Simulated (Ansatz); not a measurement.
Relaxation of Zr₂N₂⁺ with UKS PBE0-D4/def2-TZVP.

```sh
$ ansatz run in.yaml --threads 4 --pin off --events-out ev --progress --plain --max-ram 3916MiB
```

```yaml
crystal:
  periodic: [false, false, false]
  atoms:
    - {symbol: Zr, position_ang: [0.131333, -0.272590, 1.338453]}
    - {symbol: Zr, position_ang: [-0.132005, 0.272957, -1.338311]}
    - {symbol: N, position_ang: [-0.654234, -1.124468, -0.164821]}
    - {symbol: N, position_ang: [0.654906, 1.124092, 0.164679]}
basis:
  gaussian: {orbitals: def2-TZVP}
total_charge: 1
magnetization: {spin_polarized: true, initial_magnetization: 1}
hamiltonian: {xc: pbe0, dispersion: d4}
scf: {lower_state_search: "off"}
output: {orbitals: {seedname: orbitals}}
relax: {f_tol: 0.02, max_steps: 100}
```

Hardware: 4 threads of Arm Neoverse V1 on a shared host. Wall time 11 s.

Positions (Å) and forces (eV/Å) at steps 1, 2, 3, 4 of 4:

```xyz
4
step=1 energy=-5532.7633 eV
Zr    0.131   -0.273    1.338    0.010   -0.019    0.087
Zr   -0.132    0.273   -1.338   -0.007    0.017   -0.088
N    -0.654   -1.124   -0.165    0.255    0.440    0.065
N     0.655    1.124    0.165   -0.257   -0.439   -0.064
4
step=2 energy=-5532.7334 eV rejected
Zr    0.135   -0.279    1.369   -0.103    0.213   -1.048
Zr   -0.135    0.279   -1.369    0.103   -0.214    1.048
N    -0.634   -1.089   -0.160   -0.236   -0.404   -0.059
N     0.634    1.089    0.160    0.235    0.405    0.059
4
step=3 energy=-5532.7726 eV
Zr    0.132   -0.274    1.344    0.008   -0.015    0.072
Zr   -0.132    0.274   -1.343   -0.006    0.014   -0.072
N    -0.645   -1.109   -0.162   -0.028   -0.047   -0.007
N     0.646    1.108    0.162    0.027    0.048    0.007
4
step=4 energy=-5532.7728 eV
Zr    0.132   -0.274    1.344    0.001    0.000   -0.001
Zr   -0.132    0.274   -1.344    0.001   -0.001    0.001
N    -0.646   -1.110   -0.163    0.000    0.001    0.000
N     0.646    1.109    0.163   -0.001    0.000    0.000
```

In the def2 sets Zr takes a core potential; there is no spin–orbit coupling. The structure comes from a short search, and lower isomers may exist.
